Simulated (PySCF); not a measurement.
C₄H₄OSe, SMILES C1(=O)C([Se]C1)=C. Atoms are numbered in the order given.

```xyz
10

C      2.0089     1.1255     0.0000
C      0.7848     0.5902     0.0000
Se     0.0421    -1.1933     0.0000
C     -1.5111     0.0668     0.0000
C     -0.5535     1.2693     0.0000
O     -0.8195     2.4399     0.0000
H      2.1034     2.2157     0.0000
H      2.9201     0.5235     0.0000
H     -2.1366     0.0022     0.9018
H     -2.1366     0.0022    -0.9018
```

Geometry: B3LYP-D3(BJ)/def2-SVP. The structure was generated by enumeration, and PubChem lists no compound with its InChIKey, so it may never have been made.

The numbers are results of B3LYP-D3(BJ)/def2-SVP (PySCF), not measurements.

Frequencies are harmonic and unscaled.

Q: List the normal modes with their intensities. (The exact figures need the calculation; the answer reports its results.)

A: 
```tsv
mode	ν (cm⁻¹)	IR (km/mol)	Raman (Å⁴/amu)	depolarisation	moving atoms (share of kinetic energy)
1	91	8.5	0.1	0.75	C 44 %, O 26 %, H 22 %
2	250	1.0	5.3	0.72	C 43 %, H 26 %, O 20 %, Se 11 %
3	300	0.4	3.1	0.75	C 74 %, H 17 %, O 9 %
4	403	4.3	3.1	0.74	C 53 %, O 25 %, Se 16 %
5	419	8.5	6.5	0.36	C 34 %, Se 34 %, O 29 %
6	561	5.7	0.2	0.75	H 48 %, C 48 %
7	603	1.8	7.4	0.74	C 61 %, H 23 %, O 13 %
8	678	0.4	3.1	0.75	H 90 %, C 10 %
9	685	8.0	22.9	0.14	C 76 %, H 17 %
10	778	7.7	11.1	0.22	C 55 %, H 32 %, O 13 %
11	847	12.7	5.9	0.75	H 66 %, C 32 %
12	912	30.3	2.1	0.75	H 72 %, C 28 %
13	1052	3.3	1.0	0.10	C 61 %, H 36 %
14	1055	0.4	2.8	0.75	H 69 %, C 30 %
15	1151	11.0	2.1	0.63	H 65 %, C 32 %
16	1174	111.4	2.6	0.38	C 83 %, H 16 %
17	1388	17.7	27.0	0.42	H 85 %, C 15 %
18	1409	5.2	16.0	0.62	H 91 %, C 9 %
19	1684	44.4	56.9	0.19	C 92 %
20	1872	221.2	21.4	0.31	C 63 %, O 36 %
21	3083	5.0	141.2	0.10	H 95 %
22	3142	0.5	126.9	0.12	H 95 %
23	3156	0.0	89.0	0.75	H 90 %, C 10 %
24	3247	0.2	93.4	0.75	H 89 %, C 11 %
```
